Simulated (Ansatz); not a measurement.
SnSiH₇F, singlet: at a first-order saddle point.

Input (in.yaml):

```yaml
crystal:
  periodic: [false, false, false]
  atoms:
    - {symbol: Sn, position_ang: [-0.641351, 0.989770, -0.859378]}
    - {symbol: Si, position_ang: [0.368806, -1.059336, 1.002747]}
    - {symbol: H, position_ang: [-0.824389, 0.874509, -2.542286]}
    - {symbol: H, position_ang: [-0.411480, 2.539075, -0.211613]}
    - {symbol: H, position_ang: [-1.979161, 0.210865, -0.106628]}
    - {symbol: H, position_ang: [1.121477, -0.049131, -0.285468]}
    - {symbol: F, position_ang: [1.514902, 0.672109, -1.163818]}
    - {symbol: H, position_ang: [-0.291924, -0.373518, 2.146578]}
    - {symbol: H, position_ang: [1.654522, -1.641418, 1.483753]}
    - {symbol: H, position_ang: [-0.511500, -2.162826, 0.536013]}
basis:
  gaussian: {orbitals: def2-TZVPP}
hamiltonian: {xc: {name: B3LYP}, dispersion: d4}
```

Run by:

```bash
ansatz run in.yaml --threads 4 --pin off --events-out ev --progress --plain --max-ram 9574MiB
```

The run's output (Ansatz 0.2.0):

```
Functional definition: B3LYP
  name "B3LYP"
  cite "Stephens, Devlin, Chabalowski & Frisch, J. Phys. Chem. 98, 11623 (1994) doi:10.1021/j100096a001"
  cite "Becke, Phys. Rev. A 38, 3098 (1988) doi:10.1103/PhysRevA.38.3098"
  cite "Lee, Yang & Parr, Phys. Rev. B 37, 785 (1988) doi:10.1103/PhysRevB.37.785"
  cite "Vosko, Wilk & Nusair, Can. J. Phys. 58, 1200 (1980) doi:10.1139/p80-159"
  parameter a0 = 0.2
  parameter ax = 0.72
  parameter ac = 0.81
  exchange = (1 - a0 - ax)*slater_x + ax*b88_x + a0*exact_x
  correlation = (1 - ac)*vwn_rpa_c + ac*lyp_c
1292 factors; their error is unknown
mean field evaluation 1: about -16539.8724 eV, gradient 3.8e1 eV
mean field evaluation 2: about -16532.4418 eV, gradient 8.1e1 eV
mean field evaluation 4: about -16542.2747 eV, gradient 3.1e0 eV
mean field evaluation 8: about -16542.2945 eV, gradient 2.1e-2 eV
mean field evaluation 16: about -16542.3681 eV, gradient 6.0e-5 eV
mean field -16542.36806917 eV, -607.9208137223 hartree, gradient 6.0e-5 eV, S^2 0.000000; 0 other end points of the search recorded, 0 dependent functions left out
reference -16542.36837189 eV, -607.9208248470 hartree; 26, 26 occupied and 195, 195 virtual orbitals, 1292 factors
Total energy: -16542.67233586 eV, -607.9319953168 hartree
```

Hardware: 4 CPU threads of an Arm Neoverse V1, shared host. Wall time about 2.3 s.
